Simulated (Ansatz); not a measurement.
Geometry optimisation, RKS LDA/def2-SVP (Ansatz 0.2.0).

Input:

```yaml
crystal:
  periodic: [false, false, false]
  atoms:
    - { symbol: Ge, position_ang: [0.0, 0.0, 0.0] }
    - { symbol: Cl, position_ang: [0.0, 0.0, 2.57] }
    - { symbol: Cl, position_ang: [2.0935, 0.0, -0.7393] }
    - { symbol: F, position_ang: [-0.7913, 1.3709, -0.5594] }
    - { symbol: F, position_ang: [-0.7913, -1.3709, -0.5594] }
    - { symbol: Br, position_ang: [1.416, 2.1354, 0.8514] }
    - { symbol: H, position_ang: [0.8044, 1.2131, 2.1355] }
basis:
  gaussian: { orbitals: def2-SVP }
hamiltonian:
  xc: lda
relax:
  f_tol: 0.15
  max_steps: 25
  restrain:
    - { distance: [0, 5], at: 3.6, k: 30.0 }
    - { distance: [6, 1], at: 2.57, k: 30.0 }
    - { distance: [0, 1], at: 2.22, k: 30.0 }
    - { distance: [6, 5], at: 1.55, k: 30.0 }
```

Command:

```bash
$ ansatz run input.yaml --threads 4 --pin off --max-ram 5120MiB --backend cpu --events-out ev --progress --plain --runs-dir out
```

Task: Where does it end, and by what steps?

Result: The run converged. The restraints hold the end off the free minimum; the threshold counts their pulls, which the force column leaves out. Restrained pairs: Ge1–Br6 (2.70 → 3.60 Å), Cl2–H7 (1.52 → 2.56 Å), Ge1–Cl2 (2.57 → 2.19 Å), Br6–H7 (1.70 → 1.51 Å). After 6 steps the energy has fallen by 2.098 eV (the restraints' own energy left out); Br6 moved furthest, 0.74 Å.

| step | energy less start (eV) | largest force component (eV/Å) | accepted |
| --- | --- | --- | --- |
| 0 | 0.0000 | 3.625 | yes |
| 1 | -0.5392 | 3.780 | yes |
| 2 | -0.9285 | 4.698 | yes |
| 3 | -1.5266 | 3.620 | yes |
| 4 | -2.0337 | 1.304 | yes |
| 5 | -2.0860 | 1.028 | yes |
| 6 | -2.0978 | 1.000 | yes |

```xyz
7
Properties=species:S:1:pos:R:3
Ge -0.019 -0.207 0.004
Cl -0.130 -0.421 2.176
Cl 1.920 -0.377 -0.767
F -0.792 1.231 -0.481
F -0.965 -1.481 -0.627
Br 1.629 2.771 1.174
H 1.088 1.832 2.220
```

Run time: 9.7 s on 4 threads of Arm Neoverse V1 (shared host), peak memory 0.21 GiB.
